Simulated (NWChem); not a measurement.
**Correlation energy of OP**

```xyz
2

P      0.0000     0.0000     0.5214
O      0.0000     0.0000    -0.9777
```
Charge 0, spin multiplicity 2.

All runs are NWChem calculations. Structure: optimised with UB3LYP/def2-SVP, a minimum by its harmonic frequencies.

Basis set: cc-pVTZ. Each correlation energy counts from its own Hartree-Fock reference.

The correlated methods keep 6 core orbitals frozen. The structure started from a generated list of species. The unpaired electrons of the parent sit in orbitals of symmetry b2 (C2v labels of the run); other states weren't searched. No SCF solution was tested for a lower state. Open-shell Hartree-Fock references start from PBE0 orbitals. No row is a measurement; the coupled-cluster row has its own basis-set and correlation limits.

| method | correlation energy (mHa) |
|---|---|
| URI-MP2 | -358.6 |
| SCS-UMP2 | -350.4 |
| CCSD(T) on ROHF | -391.6 |
| CCSD[T] on UHF | [?] |
| CCSD on ROHF | [?] |
| CCSD on UHF | [?] |
| CCSD(T) on UHF | -384.7 |
| UMP2 | -358.6 |
| CCSD[T] on ROHF | [?] |

### Question
Fill in the missing entries.

### Answer

- CCSD[T] on UHF, correlation energy (mHa): -386.7
- CCSD on ROHF, correlation energy (mHa): -371.6
- CCSD on UHF, correlation energy (mHa): -365.5
- CCSD[T] on ROHF, correlation energy (mHa): -393.8
